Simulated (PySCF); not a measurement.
Bismuth: a sound run and one with changed settings

Sound run: Bi²⁺ [Xe] 4f14 5d10 6s2 6p1, Bi³⁺ [Xe] 4f14 5d10 6s2. Calculation: PySCF 2.14, in cc-pVTZ-PP with ECP60MDF; a scalar-relativistic core potential. The sound run starts from symmetry-adapted Hartree-Fock orbitals and uses a fine grid where one is needed.

Changed run: radial step 1.2 in ln r (0.13 in the sound run). This setting is unsound on purpose.

```json
{"species": "Bi²⁺", "method": "UHF", "sound run (hartree)": "-212.72867", "changed run (hartree)": "-212.72867", "converged": "yes"}
{"species": "Bi²⁺", "method": "B3LYP", "sound run (hartree)": "-213.78739", "changed run (hartree)": "-221.79908", "converged": "yes"}
{"species": "Bi²⁺", "method": "TPSS", "sound run (hartree)": "-213.65299", "changed run (hartree)": "-224.11506", "converged": "yes"}
{"species": "Bi³⁺", "method": "UHF", "sound run (hartree)": "-211.88286", "changed run (hartree)": "-211.88286", "converged": "yes"}
{"species": "Bi³⁺", "method": "B3LYP", "sound run (hartree)": "-212.91449", "changed run (hartree)": "-220.84175", "converged": "yes"}
{"species": "Bi³⁺", "method": "TPSS", "sound run (hartree)": "-212.78906", "changed run (hartree)": "-223.10350", "converged": "yes"}
```

Ionisation energy of Bi²⁺:

```json
{"method": "UHF", "sound run (eV)": "23.016", "changed run (eV)": "23.016"}
{"method": "B3LYP", "sound run (eV)": "23.753", "changed run (eV)": "26.050"}
{"method": "TPSS", "sound run (eV)": "23.509", "changed run (eV)": "27.526"}
```

A coarse radial grid mis-integrates the density and the exchange-correlation energy, with errors of either sign; Hartree-Fock needs no grid.

For comparison, NIST gives 25.571 eV between the lowest levels.
